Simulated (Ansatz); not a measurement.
Start from `C=C=C(N)OC` and change one atom or group to get `C=C=C(N)[SiH3]`.

Ansatz, PBE0-D4/def2-TZVP geometries, multiplicity 1. Each molecule was computed in one conformer, which needn't be the lowest.

```csv
property,`C=C=C(N)OC`
HOMO energy (PBE/def2-TZVPP) / eV,-4.58
HOMO–LUMO gap (PBE0/def2-TZVPP) / eV,5.80
HOMO energy (B3LYP/def2-TZVPP) / eV,-5.57
LUMO energy (PBE0/def2-TZVPP) / eV,0.04
HOMO–LUMO gap (PBE/def2-TZVPP) / eV,3.59
size of the dipole moment (B3LYP/def2-TZVPP) / D,1.02
```

(1) Give the same properties after the change, and the shifts. (An estimate is asked.)

Answers

(1) The calculation gave: 
| property | `C=C=C(N)[SiH3]` | shift |
| --- | --- | --- |
| HOMO energy (PBE/def2-TZVPP) / eV | -5.08 | -0.50 |
| HOMO–LUMO gap (PBE0/def2-TZVPP) / eV | 6.08 | 0.28 |
| HOMO energy (B3LYP/def2-TZVPP) / eV | -6.04 | -0.47 |
| LUMO energy (PBE0/def2-TZVPP) / eV | -0.17 | -0.21 |
| HOMO–LUMO gap (PBE/def2-TZVPP) / eV | 3.98 | 0.39 |
| size of the dipole moment (B3LYP/def2-TZVPP) / D | 1.27 | 0.25 |

With PBE0 the HOMO falls by 0.48 eV and the LUMO falls by 0.21 eV, so the gap widens by about 0.27 eV. PBE moves the HOMO by -0.50 eV and ωB97M-V by -0.48 eV. The zero-point energy changes by -47.5 kJ/mol with -3 modes. Dipoles are sizes alone; their direction can turn.

Positive LUMOs are unbound, so they and the gaps depend on the basis.

B3LYP here is the variant with VWN-RPA as its local correlation; programs differ in this.
